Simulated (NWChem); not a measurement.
NH$_{2}$SeF; SMILES [Se](N)F

```xyz
5

Se     0.3774     0.0164     0.0000
F     -0.5396    -1.5220     0.0000
N     -0.8877     1.2493     0.0000
H     -1.4274     1.3810     0.8503
H     -1.4274     1.3810    -0.8503
```
Atoms are numbered in this order, from 1.

Structure relaxed at the PBE0/def2-SVP level.

Spin-orbit effects, on the heavy nuclei and on their neighbours, are missing.

**Question.** Give the principal values of the shielding tensors (ppm) of Se1, F2, N3 from KT2/pcSseg-1, GIAO (NWChem), with their diamagnetic and paramagnetic parts as GIAO splits them.

**Answer.** 
```tsv
atom	σ11	σ22	σ33	isotropic	diamagnetic	paramagnetic
Se1	-1891.4	315.9	920.5	-218.3	2998.1	-3216.5
F2	29.4	291.8	861.8	394.4	475.7	-81.4
N3	77.9	175.0	221.9	158.3	320.2	-161.9
```
